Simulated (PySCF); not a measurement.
Si(H)3(F), SMILES F[SiH3] (H3FSi), singlet at its PBE0/def2-SVP optimised geometry (Å):

```
5

Si    -0.4853    -0.3251     0.0000
F     -1.0025    -1.0685    -1.3487
H     -1.0036     1.0708     0.0000
H     -1.0038    -1.0708     1.1800
H      1.0038    -0.3251     0.0000
```

Computed with PBE0/def2-TZVP run with PySCF. Cells within 0.4 Å of a nucleus heavier than hydrogen are left out (blank, or x).

Map of the Laplacian of the electron density (e/bohr⁵), clipped to [-1.50, 1.50] on the plane z = 0.0 Å:

```
|55555555555555555555555555555|
|55555555555555555555555555555|
|55555555555555555555555555555|
|55555555555555555555555555555|
|55555555555555555555555555555|
|55555555555555555555555555555|
|55555555555555555555555555555|
|55555555555555555555555555555|
|55555555555555555555555555555|
|55555555540455555555555555555|
|55555555520245555555555555555|
|55555555542345555555555555555|
|55555555543445555555555555555|
|55555555545999545555555555555|
|555555555599x9944445555555555|
|55555555559xxx953103555555555|
|55555555559xxx953204555555555|
|55555555558999944445555555555|
|55555555555686555555555555555|
|55555555555555555555555555555|
|55555555555555555555555555555|
|55555555555555555555555555555|
|55555555555555555555555555555|
|55555555555555555555555555555|
|55555555555555555555555555555|
|55555555555555555555555555555|
|55555555555555555555555555555|
|55555555555555555555555555555|
|55555555555555555555555555555|
```
Scale: ten equal steps from -1.50 (start of '0') to 1.50 (end of '9'), in the order '0123456789'; x runs from -3.50 to 3.50, y from -3.50 (bottom) to 3.50 (top).
